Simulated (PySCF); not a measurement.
## Excitation energy of Sc⁺ by level of theory

Sc⁺ [Ar] 3d1 4s1 (3D) → Sc⁺ [Ar] 4s1 4p1, s spin flipped, as a difference of total energies. All numbers are calculated (PySCF 2.14, scalar relativity by spin-free X2C-1e, in x2c-TZVPPall (6s5p4d2f1g, 64 functions)). Correlated levels: valence: [Ar] frozen; valence and next inner shell: [Ne] frozen. The calculations carry no spin-orbit coupling.

```csv
method,excitation energy (eV)
UHF,5.746
LDA,6.010
PBE,5.945
PBE0,5.945
TPSS,5.987
M06-2X,5.399
PW91,6.003
B97-3,5.770
MP2 (valence),5.166
SCS-MP2 (valence),4.978
MP2 (valence and next inner shell),5.009
SCS-MP2 (valence and next inner shell),4.873
```

Q: How much does correlation contribute at MP2 (valence and next inner shell)?

A: 5.009 − (5.746) = -0.737 eV, measured against UHF.

The upper determinant mixes two multiplicities, so it lies between the two terms.

The basis was made for the ground configuration and has no added diffuse functions, so the excitation energy can come out too high.
